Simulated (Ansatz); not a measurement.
Stepwise reaction of `FB(F)N([SiH3])[SiH3]` with hydrogen, as a gas-phase model of exchange steps in deposition or etching. ΔE in kJ/mol; ΔG adds harmonic PBE0-D4 terms to CCSD(T)/CBS, at 1 bar.

Computed with Ansatz on PBE0-D4/def2-TZVP structures; ΔE is electronic, products minus reactants. CCSD(T)/CBS adds triple-zeta CCSD(T) − MP2 to the extrapolated MP2 energy (def2 sets, frozen cores). This one scheme is used for every species. DFT in def2-TZVPP. B3LYP here is the variant with VWN-RPA as its local correlation; programs differ in this. Each species was taken in one conformer, which may not be the lowest.

```csv
step,reaction,PBE-D4,B3LYP-D4,ωB97M-V,CCSD(T)/CBS,ΔG(400 K)
1,`FB(F)N([SiH3])[SiH3]` + H₂ → `FBN([SiH3])[SiH3]` + H–F,115.6,120.6,121.2,113.2,117.6
```

Give the row of step 2, `FBN([SiH3])[SiH3]` + H₂ → `BN([SiH3])[SiH3]` + H–F. (Best estimate.)

Computed: 
```
step                                             reaction  PBE-D4  B3LYP-D4  ωB97M-V  CCSD(T)/CBS  ΔG(400 K)
   2  `FBN([SiH3])[SiH3]` + H₂ → `BN([SiH3])[SiH3]` + H–F   126.0     129.1    129.5        121.4      120.7
```

By hand: ΔE of the 2 steps together at CCSD(T)/CBS.

(113.2) + (121.4) = 234.6 kJ/mol, or 117.3 kJ/mol a step.

In ΔE each step is higher than the one before. All are uphill at CCSD(T)/CBS. ΔG lies between 117.6 and 120.7 kJ/mol a step. PBE-D4 differs from CCSD(T)/CBS by 2.4 to 4.6 kJ/mol a step. Only this route is followed, and other bonds may react first. Isolated molecules leave out the surface, adducts and barriers. Largest T1 diagnostic: 0.013.
